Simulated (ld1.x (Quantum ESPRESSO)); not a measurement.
# Mn (Z = 25) TM: all-electron and pseudo phase curves

* Element: Mn
* Generator: ld1.x (Quantum ESPRESSO) 7.5
* Type: norm-conserving Troullier–Martins (Kleinman–Bylander form)
* Functional: PBE
* Relativity: fully relativistic
* Frozen core: [Ar]
* Valence charge: 7
* Reference configuration: 3d5 4s1 4p1
* Partial waves: 4p (bound): rc 3.20 bohr; 3d (bound): rc 1.05 bohr; 4s (bound): rc 2.20 bohr
* Local potential: the s channel
* Core correction: none

Open shells are filled in proportion to 2j + 1 (rel_dist='average').

The phase is arctan(r·u′/u) with u = r·R(r), unwrapped; energies in Ry, scanned from -3 to 5 Ry. A pole is an energy at which the radial function vanishes at the test radius. The pseudo phase is shifted by a multiple of π to meet the all-electron one at the reference energy, and phase errors are pseudo minus all-electron; the curves can meet again beyond the range given. Levels narrower than the energy grid can be missing from the lists of poles.

Q: For each channel, where are the poles, and over which energies does the pseudopotential scatter like the atom?

A:

```json
{"channel": "s", "radius (bohr)": "3.49", "reference energy (Ry)": "-0.45", "poles, all-electron": "0.14, 4.26", "poles, pseudo": "0.13, 3.70", "unbroken range about the reference energy with phases within 0.05 rad": "below 1.3", "phase error 1 Ry above the reference energy (rad)": "-0.005"}
{"channel": "p1/2", "radius (bohr)": "3.49", "reference energy (Ry)": "-0.16", "poles, all-electron": "0.79, 4.97", "poles, pseudo": "0.78", "unbroken range about the reference energy with phases within 0.05 rad": "below 2.2", "phase error 1 Ry above the reference energy (rad)": "-0.003"}
{"channel": "p3/2", "radius (bohr)": "3.49", "reference energy (Ry)": "-0.15", "poles, all-electron": "0.81", "poles, pseudo": "0.80", "unbroken range about the reference energy with phases within 0.05 rad": "below 2.1", "phase error 1 Ry above the reference energy (rad)": "-0.003"}
{"channel": "d3/2", "radius (bohr)": "3.49", "reference energy (Ry)": "-0.62", "poles, all-electron": "-0.58, 2.01", "poles, pseudo": "-0.58, 2.40", "unbroken range about the reference energy with phases within 0.05 rad": "below 0.3", "phase error 1 Ry above the reference energy (rad)": "+0.088"}
{"channel": "d5/2", "radius (bohr)": "3.49", "reference energy (Ry)": "-0.61", "poles, all-electron": "-0.57, 2.01", "poles, pseudo": "-0.57, 2.41", "unbroken range about the reference energy with phases within 0.05 rad": "below 0.3", "phase error 1 Ry above the reference energy (rad)": "+0.090"}
```

Phases in the p1/2 channel:

```json
{"E (Ry)": "-3.00", "all-electron": "1.394", "pseudo": "1.394"}
{"E (Ry)": "-2.52", "all-electron": "1.375", "pseudo": "1.375"}
{"E (Ry)": "-2.04", "all-electron": "1.348", "pseudo": "1.347"}
{"E (Ry)": "-1.56", "all-electron": "1.305", "pseudo": "1.305"}
{"E (Ry)": "-1.08", "all-electron": "1.226", "pseudo": "1.225"}
{"E (Ry)": "-0.60", "all-electron": "1.007", "pseudo": "1.006"}
{"E (Ry)": "-0.12", "all-electron": "-0.351", "pseudo": "-0.351"}
{"E (Ry)": "0.36", "all-electron": "-1.389", "pseudo": "-1.390"}
{"E (Ry)": "0.84", "all-electron": "-1.586", "pseudo": "-1.589"}
{"E (Ry)": "1.32", "all-electron": "-1.697", "pseudo": "-1.703"}
{"E (Ry)": "1.80", "all-electron": "-1.831", "pseudo": "-1.844"}
{"E (Ry)": "2.28", "all-electron": "-2.185", "pseudo": "-2.244"}
{"E (Ry)": "2.76", "all-electron": "-3.774", "pseudo": "-3.867"}
{"E (Ry)": "3.24", "all-electron": "-4.418", "pseudo": "-4.428"}
{"E (Ry)": "3.72", "all-electron": "-4.572", "pseudo": "-4.572"}
{"E (Ry)": "4.20", "all-electron": "-4.644", "pseudo": "-4.640"}
{"E (Ry)": "4.68", "all-electron": "-4.690", "pseudo": "-4.683"}
```
